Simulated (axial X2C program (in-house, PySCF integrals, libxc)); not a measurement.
## Potential curves of NaHf, non-relativistic

All values were computed with an in-house all-electron X2C program for linear molecules (integrals from PySCF). The Hamiltonian is the X2C one with the speed of light multiplied by 100, which is the non-relativistic limit. Basis: Hf dyall-v3z [12s11p8d6f2g], Na dyall-v3z [9s8p4d2f] (cores contracted in-house); Gaussian nuclei, density fitting, unrestricted open shells. Masses: Hf 179.947 u, Na 22.990 u.

State: M_S = 3/2, Λ = 2 (beyond evenly filled blocks: π+α, π-α, δ+α). Energies in kJ/mol from the lowest point of each curve. Fits are polynomials in 1 − R0/R over 0.85 to 1.23 times the lowest point R0.

| R (Å) | BLYP | PBE0 | B97-3 |
| --- | --- | --- | --- |
| 2.7666 | 11.78 | 15.72 | 12.58 |
| 2.8938 | 4.05 | 6.74 | 4.50 |
| 2.9892 | 1.02 | 2.71 | 1.24 |
| 3.0846 | 0.00 | 0.65 | 0.00 |
| 3.1800 | 0.37 | 0.00 | 0.18 |
| 3.2913 | 2.33 | 0.78 | 1.96 |
| 3.4026 | 5.50 | 2.80 | 5.03 |
| 3.5457 | 10.64 | 6.54 | 10.20 |
| 3.7206 | 18.08 | 12.35 | 17.83 |
| 3.9750 | 29.44 | 21.54 | 29.89 |

The state is one determinant whose occupation by symmetry is held fixed; it was picked as the lowest of a PBE0 search that is not exhaustive. PBE0 can misorder states that lie within some tenths of an eV, so this need not be the ground state of the molecule. The nearest other spin-free determinant of the search, M_S = 3/2, Λ = 3, lies 0.03 eV up at the distance of the search. The functionals have no current-density term, which raises determinants with orbital currents, atoms included. At some level and bond length an empty orbital lies below a filled one. The determinant is spin-polarised beyond a pure state at some levels (its spin-free form has ⟨S²⟩ too high), which makes Re and μ there less reliable.

Fit the BLYP curve near its minimum: give the equilibrium distance and the harmonic wavenumber.

At BLYP, non-rel.: Re = 3.102 Å, ωe ≈ 148 cm⁻¹; Be follows as 0.0859 cm⁻¹.

What are Re and ωe at the PBE0 level?

At PBE0, non-rel.: Re = 3.177 Å, ωe ≈ 135 cm⁻¹; Be follows as 0.0819 cm⁻¹.

Fit the B97-3 curve near its minimum: give the equilibrium distance and the harmonic wavenumber.

At B97-3, non-rel.: Re = 3.116 Å, ωe ≈ 147 cm⁻¹; Be follows as 0.0852 cm⁻¹.
